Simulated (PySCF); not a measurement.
Ga(F)(Br)(Me) (CH3BrFGa), SMILES [CH3][Ga]([F])[Br].

Coordinates come from a B3LYP-D3(BJ)/def2-SVP optimisation.

The numbers are results of B3LYP-D3(BJ)/def2-SVP (PySCF), not measurements.

Frequencies are harmonic and unscaled.

Computed normal modes with their intensities:
| mode | ν (cm⁻¹) | IR (km/mol) | moving atoms (share of kinetic energy) |
|---|---|---|---|
| 1 | 33 | 0.1 | H 98 % |
| 2 | 118 | 1.5 | C 38 %, Ga 21 %, H 21 %, Br 13 % |
| 3 | 150 | 9.6 | Ga 45 %, F 23 %, C 15 %, H 13 % |
| 4 | 170 | 16.1 | F 68 %, Br 12 %, C 8 % |
| 5 | 297 | 39.3 | Br 47 %, Ga 44 % |
| 6 | 577 | 26.1 | C 61 %, H 17 %, Ga 17 % |
| 7 | 698 | 62.8 | F 74 %, Ga 22 % |
| 8 | 725 | 25.6 | H 82 %, C 16 % |
| 9 | 768 | 53.6 | H 79 %, C 18 % |
| 10 | 1218 | 1.6 | H 81 %, C 19 % |
| 11 | 1424 | 3.1 | H 95 % |
| 12 | 1430 | 2.6 | H 95 % |
| 13 | 3045 | 1.0 | H 97 % |
| 14 | 3144 | 0.4 | H 91 %, C 9 % |
| 15 | 3168 | 0.5 | H 90 %, C 10 % |
